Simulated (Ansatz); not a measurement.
Total energies of Cu(NH3)(OH) (CuNOH4) from Ansatz at r2SCAN-D4/def2-TZVPD, gas phase (1 Eh = 27.2114 eV = 2625.5 kJ/mol). The reference geometry is relaxed at r2SCAN-D4/def2-TZVP.

```json
{"state": "charge 0 singlet", "geometry": "reference", "energy (Eh)": "-1772.93406"}
{"state": "charge -1 doublet", "geometry": "reference", "energy (Eh)": "-1772.92539"}
{"state": "free Cu atom (doublet)", "geometry": "–", "energy (Eh)": "-1640.46810"}
{"state": "free N atom (quartet)", "geometry": "–", "energy (Eh)": "-54.58108"}
{"state": "free H atom (doublet)", "geometry": "–", "energy (Eh)": "-0.49993"}
{"state": "free O atom (triplet)", "geometry": "–", "energy (Eh)": "-75.05928"}
```

Task: Work out the vertical electron affinity, to the doublet.

Result: E(charge 0 singlet) − E(charge -1 doublet) = -1772.93406 − (-1772.92539) = -0.00867 Eh = -0.24 eV; negative, so the extra electron isn't bound.

Task: What is the binding energy per atom against free atoms?

Result: Atoms: 1 × (-1640.46810) + 1 × (-54.58108) + 4 × (-0.49993) + 1 × (-75.05928) = -1772.10818 Eh. Binding: -1772.10818 − (-1772.93406) = 0.82588 Eh = 22.47 eV, or 3.21 eV for each of 7 atoms (no zero-point energy, no counterpoise term).

At r2SCAN-D4/def2-TZVPD the highest occupied level of the charge -1 doublet lies above zero (up to 1.89 eV). By energy differences it is unbound by 0.24 eV (vertical, to the charge 0 singlet, at r2SCAN-D4/def2-TZVPD) and held by the finite basis.
